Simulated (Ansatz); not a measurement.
`BCC(N)F` + `CC[SeH]` → `B[Se]CC` + `CC(N)F`  (ligand exchange at a B–C bond)

Isolated molecules relaxed with PBE0-D4/def2-TZVP in Ansatz; ΔE leaves out vibrations. CBS: MP2 limit from def2 TZ/QZ plus the TZ coupled-cluster correction, frozen cores. Functionals use def2-TZVPP. B3LYP here is the variant with VWN-RPA as its local correlation; programs differ in this. For Se outer-core shells are correlated without core-valence functions, which leaves a few kJ/mol of doubt a bond. Scalar relativity is left out up to krypton. One conformer a species, not always the lowest.

| level | ΔE (kJ/mol) | difference from CCSD(T)/CBS |
| --- | --- | --- |
| PBE-D4 | -106.0 | -3.5 |
| r2SCAN-D4 | -103.8 | -1.3 |
| PBE0-D4 | -101.6 | 0.9 |
| B3LYP-D4 | -98.8 | 3.7 |
| ωB97X-V | -93.8 | 8.7 |
| ωB97M-V | -94.4 | 8.1 |
| B2PLYP | -100.4 | 2.1 |
| PBE | -105.2 | -2.7 |
| r2SCAN | -103.7 | -1.2 |
| PBE0 | -100.9 | 1.6 |
| B3LYP | -97.4 | 5.1 |
| HF/def2-TZVPP | -84.8 | 17.7 |
| MP2/def2-TZVPP | -105.7 | -3.2 |
| SCS-MP2/def2-TZVPP | -100.7 | 1.8 |
| CCSD/def2-TZVPP | -97.8 | 4.7 |
| CCSD(T)/def2-TZVPP | -102.0 | 0.5 |
| HF/def2-QZVPP | -84.0 | 18.5 |
| MP2/def2-QZVPP | -105.7 | -3.2 |
| SCS-MP2/def2-QZVPP | -100.6 | 1.9 |
| HF/CBS(def2) | -83.8 | 18.7 |
| MP2/CBS(def2) | -106.2 | -3.7 |
| CCSD/CBS(def2) | -98.3 | 4.2 |
| CCSD(T)/CBS | -102.5 | 0 |

Largest T1 diagnostic among the species: 0.012.

From PBE to PBE0 (25 % exact exchange), in def2-TZVPP and without D4, ΔE moves by +4.3 kJ/mol. In def2-TZVPP, CCSD(T) changes the Hartree–Fock value by −17.2 kJ/mol (the triples alone add −4.2 kJ/mol) and MP2 by −20.9 kJ/mol.
